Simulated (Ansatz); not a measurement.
Ansatz (a program for electronic structure) input (CCSD(T)/aug-cc-pVDZ):

Ansatz 0.2 input:
```yaml
crystal:
  periodic: [false, false, false]
  atoms:
    - {symbol: C, position_ang: [2.47521776, -0.23631626, 0.06143040]}
    - {symbol: C, position_ang: [1.05306614, -0.59713455, -0.19520546]}
    - {symbol: C, position_ang: [-0.02459892, 0.27860613, -0.28011310]}
    - {symbol: C, position_ang: [0.08370452, 1.64867559, -0.14638399]}
    - {symbol: C, position_ang: [-1.40391634, -0.31855648, -0.48791023]}
    - {symbol: C, position_ang: [-2.10039745, -0.65111918, 0.83462509]}
    - {symbol: H, position_ang: [2.78530795, -0.54650707, 1.06656011]}
    - {symbol: H, position_ang: [3.14032873, -0.75046606, -0.63839414]}
    - {symbol: H, position_ang: [2.66154092, 0.83303317, -0.02380404]}
    - {symbol: H, position_ang: [0.84184722, -1.65585460, -0.30766686]}
    - {symbol: H, position_ang: [1.02597564, 2.14045666, 0.04585499]}
    - {symbol: H, position_ang: [-0.78920879, 2.28158767, -0.23130163]}
    - {symbol: H, position_ang: [-2.01967107, 0.38160622, -1.05696133]}
    - {symbol: H, position_ang: [-1.32018617, -1.22485896, -1.09238580]}
    - {symbol: H, position_ang: [-2.21877182, 0.24539964, 1.44596320]}
    - {symbol: H, position_ang: [-1.51552122, -1.37036840, 1.41132989]}
    - {symbol: H, position_ang: [-3.09009557, -1.07895998, 0.66214914]}
basis:
  gaussian:
    orbitals: aug-cc-pVDZ
magnetization: {spin_polarized: true, initial_magnetization: 1}
correlation: {method: ccsd_t, electrons: outside_noble_gas}
output: {forces: true}
```

End of the output:

```
cycle   9  -25.05144146 eV  change   -1.3e-6 eV  update   8.7e-5
cycle  10  -25.05142272 eV  change    1.9e-5 eV  update   4.9e-5
cycle  11  -25.05144997 eV  change   -2.7e-5 eV  update   3.2e-5
cycle  12  -25.05145555 eV  change   -5.6e-6 eV  update   1.8e-5
cycle  13  -25.05145731 eV  change   -1.8e-6 eV  update   7.9e-6
cycle  14  -25.05145534 eV  change    2.0e-6 eV  update   3.0e-6
cycle  15  -25.05145232 eV  change    3.0e-6 eV  update   1.3e-6
coupled cluster: 17.76 GiB planned
perturbative correction -0.90685434 eV, -0.0333262823 hartree
the calculation of the forces begins
1.16 GiB of device memory are held for the factors and their scratch space
Total energy: -6382.53816428 eV, -234.5539512977 hartree
Atom 0 at     2.475218    -0.236316     0.061430 Å, force     0.183181     0.011959     0.074726 eV/Å
Atom 1 at     1.053066    -0.597135    -0.195205 Å, force     0.285453    -0.343952     0.003421 eV/Å
Atom 2 at    -0.024599     0.278606    -0.280113 Å, force    -0.520535    -0.334439    -0.084676 eV/Å
Atom 3 at     0.083705     1.648676    -0.146384 Å, force     0.062804     0.616448     0.065046 eV/Å
Atom 4 at    -1.403916    -0.318556    -0.487910 Å, force     0.000718    -0.010755     0.064783 eV/Å
Atom 5 at    -2.100397    -0.651119     0.834625 Å, force     0.062200     0.028174    -0.068853 eV/Å
Atom 6 at     2.785308    -0.546507     1.066560 Å, force     0.102789    -0.118004     0.407955 eV/Å
Atom 7 at     3.140329    -0.750466    -0.638394 Å, force     0.260059    -0.204899    -0.309530 eV/Å
Atom 8 at     2.661541     0.833033    -0.023804 Å, force     0.078271     0.495452    -0.054724 eV/Å
Atom 9 at     0.841847    -1.655855    -0.307667 Å, force    -0.112852    -0.513226    -0.059117 eV/Å
Atom 10 at     1.025976     2.140457     0.045855 Å, force     0.469782     0.247310     0.098726 eV/Å
Atom 11 at    -0.789209     2.281588    -0.231302 Å, force    -0.431397     0.307712    -0.043685 eV/Å
Atom 12 at    -2.019671     0.381606    -1.056961 Å, force    -0.279873     0.329195    -0.256360 eV/Å
Atom 13 at    -1.320186    -1.224859    -1.092386 Å, force     0.047770    -0.412325    -0.270406 eV/Å
Atom 14 at    -2.218772     0.245400     1.445963 Å, force    -0.048913     0.413977     0.266697 eV/Å
Atom 15 at    -1.515521    -1.370368     1.411330 Å, force     0.275209    -0.325778     0.248046 eV/Å
Atom 16 at    -3.090096    -1.078960     0.662149 Å, force    -0.434666    -0.186850    -0.082048 eV/Å
Dipole moment:     0.031005    -0.066867     0.013150 e Å
```

It need not be the lowest isomer of its formula.

The determinant is spin-contaminated: <S^2> is 0.95 against 0.75 for a pure state.
